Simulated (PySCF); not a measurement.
Mapped SMILES: `[CH3:1][C:2](=[O:3])[O:4][SiH2:5][F:6]`. Hydrogens are named by the atom that carries them.

Geometry: GFN2-xTB; GIAO shifts from PySCF 2.14.0 with density-fitted response routines, gas phase, non-relativistic, averaged over equivalent atoms.

At KT2/pcSseg-0 (68 basis functions, 6 s wall time on 1 thread of an Arm Neoverse V1, shared host):
```tsv
atoms	δ (ppm)
C2	172.5
C1	24.4
O3	478.6
O4	210.8
Si5	-9.7
F6	-260.5
H(Si5)	6.27
H(C1)	2.53
```

Referencing at the same level of theory: TMS for ¹³C (σref 193.93) and ²⁹Si (σref 351.28) and ¹H (σref 33.15); H2O for ¹⁷O (σref 331.00); CFCl3 for ¹⁹F (σref 124.40).

Predict the values at PBE0/pcSseg-1 on the same geometry.

## Answers


```csv
atoms,δ at PBE0/pcSseg-1,change
C2,175.9,+3.4
C1,24.0,-0.4
O3,479.8,+1.2
O4,218.9,+8.1
Si5,-17.4,-7.7
F6,-194.6,+65.9
H(Si5),5.24,-1.03
H(C1),2.18,-0.35
```

Chemical shifts δ = σref − σ; ¹³C (186.93 ppm), ²⁹Si (349.16 ppm), ¹H (31.72 ppm) vs TMS; ¹⁷O (336.08 ppm) against H2O; CFCl3 for ¹⁹F (170.95 ppm), all at this level.

The largest change is at F6 (fluorine bonded to Si). Cost: 134 basis functions, 11 s wall time on 1 thread of an Arm Neoverse V1, shared host.

Unscaled 19F shifts against computed CFCl3 carry errors that often reach 10 to 50 ppm. Unscaled 17O shifts of doubly bonded oxygen tend to come out too high, by tens of ppm or more. Experimental scales use liquid or dissolved standards, which lie at an offset from isolated H2O (liquid H2O: subtract about 36 ppm).
